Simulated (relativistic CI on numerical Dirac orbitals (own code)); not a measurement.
## Bi29+: q coefficients and field-shift factors

Method of calculation: Dirac-Coulomb-Breit CI, orbitals from a KLI potential per configuration, derivatives by finite differences, unscaled Slater integrals, QED left out (own radial code, finite nucleus).

CI space (outside the closed core [Ar] 3d10 4p6 4d10): 4s2.4f8, 4s.4f9, 4f10. Levels of other configurations are missing.

With x = (α/α₀)² − 1 an excitation energy changes as ω = ω₀ + qx; K = 2q/ω₀ is the relative enhancement. Terms are leading LS components, so labels can repeat. The field-shift factor is F = δν/δ⟨r²⟩ for the transition from the lowest level.

Lowest level 4s2.4f8 7F_6.

```tsv
Level	ω₀ (cm⁻¹)	q (cm⁻¹)	F (GHz/fm²)
4s2.4f8 7F_4	16983.2	-6277	-0.12
4s2.4f8 7F_5	25696.2	35140	2.27
4s2.4f8 7F_2	36369.1	14410	1.27
4s2.4f8 7F_3	37138.6	36160	2.47
4s2.4f8 7F_1	47420.3	45200	3.09
4s2.4f8 7F_0	47543.0	37500	2.67
4s2.4f8 3H_6	57916.3	-5087	0.55
4s2.4f8 7F_4	68691.6	38940	3.08
4s2.4f8 5L_10	74704.1	15020	1.98
4s2.4f8 5D_4	79201.9	26070	2.53
4s2.4f8 5H_7	80587.6	11810	1.83
4s2.4f8 5H_5	86138.7	24980	2.59
4s2.4f8 5L_8	88555.4	18280	2.31
```

At this charge energies of transitions that change n are usually good to better than 1 %, and those within a shell (Δn = 0) to a few per cent. Terms inside the open d or f shell come out 10 to 20 % too wide with unscaled integrals.

(1) Which transition from the lowest level has the largest |K|?

Results:

(1) 4s2.4f8 7F_5 at 25696.2 cm⁻¹, K = 2.74.
